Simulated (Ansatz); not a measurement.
Relaxation of GaH5S (7 atoms, charge 0, multiplicity 1), to a largest force component of 0.03 eV/Å in at most 50 steps.

Theory: RKS PBE-D4/def2-SVP (Ansatz 0.2.0).

```xyz
7
Properties=species:S:1:pos:R:3
Ga 0.063 -0.543 -0.421
H -0.014 0.004 2.293
H 1.389 0.293 -0.501
H -1.391 -0.101 -0.817
S 0.348 -2.650 0.339
H -0.959 -3.010 0.187
H 0.064 -0.656 2.003
```

**Question.** Where does it end, and by what steps?

**Answer.** The run converged. After 8 steps the energy has fallen by 0.132 eV; S5 moved furthest, 0.40 Å.

```json
{"step": "0", "energy less start (eV)": "0.0000", "largest force component (eV/Å)": "1.814", "accepted": "yes"}
{"step": "1", "energy less start (eV)": "-0.1093", "largest force component (eV/Å)": "0.208", "accepted": "yes"}
{"step": "2", "energy less start (eV)": "-0.1157", "largest force component (eV/Å)": "0.160", "accepted": "yes"}
{"step": "3", "energy less start (eV)": "-0.1210", "largest force component (eV/Å)": "0.097", "accepted": "yes"}
{"step": "4", "energy less start (eV)": "-0.1247", "largest force component (eV/Å)": "0.071", "accepted": "yes"}
{"step": "5", "energy less start (eV)": "-0.1287", "largest force component (eV/Å)": "0.328", "accepted": "yes"}
{"step": "6", "energy less start (eV)": "-0.1216", "largest force component (eV/Å)": "0.107", "accepted": "no"}
{"step": "7", "energy less start (eV)": "-0.1266", "largest force component (eV/Å)": "0.228", "accepted": "no"}
{"step": "8", "energy less start (eV)": "-0.1315", "largest force component (eV/Å)": "0.007", "accepted": "yes"}
```

```xyz
7
Properties=species:S:1:pos:R:3
Ga 0.086 -0.650 -0.358
H -0.084 0.322 2.220
H 1.419 0.173 -0.461
H -1.383 -0.117 -0.536
S 0.377 -2.830 -0.013
H -0.954 -3.124 -0.019
H 0.040 -0.439 2.252
```

The run took 17 s on 1 thread of Arm Neoverse V2 (shared host), peak memory 0.13 GiB.
